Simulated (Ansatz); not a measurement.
# Energy profile

The step: BH₃O₂ ([OH][BH][OH]) + SiH₄ → BSiH₅O₂ ([OH][B]([OH])[SiH3]) + H₂; bonds formed: B1–Si6, H2–H5; bonds broken: B1–H2, H5–Si6 (atoms numbered as in the saddle structure below).

```
atom    x (Å)    y (Å)    z (Å)
  B1  -0.1938   0.7020  -0.0759
  H2   0.9806   1.4369  -0.0254
  O3  -0.7861   0.8438  -1.3334
  O4  -0.9351   0.9934   1.0853
  H5   1.0586   0.4062  -0.0420
 Si6   0.3871  -1.4318  -0.0456
  H7  -1.3284   1.6352  -1.3697
  H8  -0.4146   1.1833   1.8665
  H9   1.1978  -1.9493  -1.1808
 H10  -0.9948  -1.9681  -0.1117
 H11   1.0285  -1.8515   1.2328
```

Electronic energies by CCSD(T) at an estimated basis limit (MP2 extrapolated from triple and quadruple zeta, plus CCSD(T) − MP2 in triple zeta), on PBE0-D4/def2-TZVP structures; BSiH7O2, singlet; no counterpoise correction. Computed with Ansatz 0.2.0 (basis: def2-TZVPP and def2-QZVPP); correlated methods freeze the cores. Extrapolation: Hartree–Fock as exp(−7.88 √X), correlation as X^−2.97.

(1) Give the profile in kcal/mol, counted from the separated reactants. (To be estimated.)

T1 diagnostic: at most 0.014.

## Answers

(1) The calculation gives:
| point | kcal/mol |
| --- | --- |
| separated: BH3O2 (linked as [OH][BH][OH]; B1, H2, O3, O4, H7, H8; singlet) + SiH4 (H5, Si6, H9, H10, H11; singlet) | 0.00 |
| start structure | -1.65 |
| saddle | 59.92 |
| end structure | 9.54 |
| separated: BSiH5O2 (linked as [OH][B]([OH])[SiH3]; B1, O3, O4, Si6, H7, H8, H9, H10, H11; singlet) + H2 (H2, H5; singlet) | 10.50 |

For scale, one of the runs: CCSD(T)/def2-TZVPP, 233 basis functions, launched by `ansatz run in.yaml --threads 4 --pin off --events-out ev --progress --plain --max-ram 9574MiB`. Time: 94 s of wall clock on 4 CPU threads of an Arm Neoverse V1; the host was shared. Peak host memory: 4.2 GiB.
